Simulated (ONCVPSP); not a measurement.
**Configuration tests for La (Z = 57) (ONCV)**

ONCVPSP 4.0.1 input, shortened (lines: element, Z, core and valence counts, functional; n l f; lmax; l rc ep ncon nbas qcut; lloc lpopt rc5 dvloc0; l nproj debl; icmod fcfact rcfact), PBE, scalar-relativistic:

```
  La 57.00    9    4        4      upf
    1    0    2.00
    2    0    2.00
    2    1    6.00
    3    0    2.00
    3    1    6.00
    3    2   10.00
    4    0    2.00
    4    1    6.00
    4    2   10.00
    5    0    2.00
    5    1    6.00
    5    2    1.00
    6    0    2.00
    3
    0    2.95    0.00    4    8    4.20
    1    2.10    0.00    3    7    4.00
    2    4.00    0.00    5    9    4.20
    3    3.55    0.05    3    7    3.50
    4    3    1.85    4.00
    0    2    1.40
    1    2    2.20
    2    1    0.90
    3    2    3.50
    0    0.00    0.00
```

In the f channel the program set the typed energies aside and used -0.160, 3.340 Ha.

Energies are relative to the spin-unpolarised reference configuration 5s2 5p6 5d1 6s2; without spin polarisation the order of configurations can differ from experiment.

Task: Give the all-electron excitation energy and the error of the potential for: 5s2 5p6 5d1 6s1; 5s2 5p6 5d1 6s0; 5s2 5p6 5d0 6s0; 5s2 5p6 5d1.5 6s1.5.

Result:

| valence configuration | charge | ΔE all-electron (eV) | error AE − PS (meV) |
| --- | --- | --- | --- |
| 5s2 5p6 5d1 6s1 | +1 | 5.966 | -1.9 |
| 5s2 5p6 5d1 6s0 | +2 | 16.854 | -9.1 |
| 5s2 5p6 5d0 6s0 | +3 | 35.804 | +19 |
| 5s2 5p6 5d1.5 6s1.5 | 0 | 0.348 | -1.8 |

Levels in the configuration 5s2 5p6 5d1 6s0:

```tsv
level	all-electron (eV)	pseudo (eV)
5s	-51.522	-51.587
5p	-34.918	-34.932
5d	-14.698	-14.687
```
